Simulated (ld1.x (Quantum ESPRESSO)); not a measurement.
# Mo: one change to a TM potential, before and after

* Element: molybdenum (Mo)
* Generator: ld1.x (Quantum ESPRESSO) 7.5
* Type: norm-conserving Troullier–Martins (Kleinman–Bylander form)
* Functional: LDA (PZ)
* Relativity: scalar-relativistic
* Frozen core: [Kr]
* Valence charge: 6
* Reference configuration: 4d5 5s1 5p0
* Partial waves: 5s (bound): rc 2.25 bohr; 5p (bound, empty): rc 3.80 bohr; 4d (bound): rc 1.50 bohr
* Local potential: the d channel
* Core correction: none

All-electron outer shells of the reference configuration (LDA (PZ), scalar-relativistic, ld1.x):

```json
{"shell": "4s", "level (eV)": "-64.42", "outermost node (bohr)": "0.51", "outermost maximum (bohr)": "0.99"}
{"shell": "4p", "level (eV)": "-38.59", "outermost node (bohr)": "0.52", "outermost maximum (bohr)": "1.06"}
{"shell": "5s", "level (eV)": "-4.33", "outermost node (bohr)": "1.34", "outermost maximum (bohr)": "2.93"}
{"shell": "4d", "level (eV)": "-3.94", "outermost node (bohr)": "0.53", "outermost maximum (bohr)": "1.38"}
{"shell": "5p", "level (eV)": "-1.16", "outermost node (bohr)": "1.54", "outermost maximum (bohr)": "4.05"}
```

Change: core correction a·sin(br)/r model core inside 1.76 bohr.

Cutoffs: the cutoffs (Ry, on a coarse ladder) from which the occupation-weighted sum of valence levels, in a spherical-Bessel basis at the reference potential, stays within 10 and 1 mRy of its value at 400 Ry; they do not see the model core or the augmentation charge, which bear on the density cutoff. Errors are all-electron minus pseudo energies relative to the spin-unpolarised reference configuration.

Question: What does the change do?

Answer: The potential gets neither clearly harder nor softer (45 Ry and 55 Ry → 45 Ry and 55 Ry); both files keep a bound ghost (p, s); of the 9 tests that both files solve, the error grows in 6 and shrinks in 3 by more than 15 % and 0.3 meV (median size 5.4 → 53.6 meV). A model core, the more so a compact one, raises the density cutoff, which this test does not measure.

| quantity | base | changed |
| --- | --- | --- |
| cutoff, loose | 45 Ry | 45 Ry |
| cutoff, tight | 55 Ry | 55 Ry |
| bound ghosts | s, p | s, p |
| error for 4d5 5s0 5p0, meV [ΔE 7.19 eV] | +5.1 | -9.3 |
| error for 4d4 5s0 5p0, meV [ΔE 22.89 eV] | +31 | -54 |
| error for 4d3 5s0 5p0, meV [ΔE 49.85 eV] | +3.4 | -366 |
| error for 4d2 5s0 5p0, meV [ΔE 89.55 eV] | -74 | -1178 |
| error for 4d5 5s0 5p1, meV [ΔE 3.24 eV] | +3.3 | -1.2 |
| error for 4d5 5s0.5 5p0, meV [ΔE 2.86 eV] | +0.5 | -2.3 |
| error for 4d5.5 5s0.5 5p0, meV [ΔE 0.31 eV] | -5.4 | -9.3 |
| error for 4d5 5s1 5p0 (spin-polarised), meV [ΔE -3.92 eV] | +3607 | +673 |
| error for 4d5 5s0 5p0 (spin-polarised), meV [ΔE 3.80 eV] | +3684 | +690 |
| s: phases at 4.08 bohr within 0.05 rad from the reference energy up to (Ry; the scan ends near 5) | 1.0 | 1.0 |
| p: phases at 4.08 bohr within 0.05 rad from the reference energy up to (Ry; the scan ends near 5) | n/a | n/a |
| d: phases at 4.08 bohr within 0.05 rad from the reference energy up to (Ry; the scan ends near 5) | to the end of the scan | to the end of the scan |

Changed file: These tests converged, but a pseudo level misses the all-electron one widely, so the file describes the atom poorly there or has found another state: 4d2 5s0 5p0: empty 5s by 4.0 eV (a node warning on the way). A true bound ghost makes a file unfit for plane-wave use even where its test errors are small: the radial tests pick states by their node count and pass the ghost by.
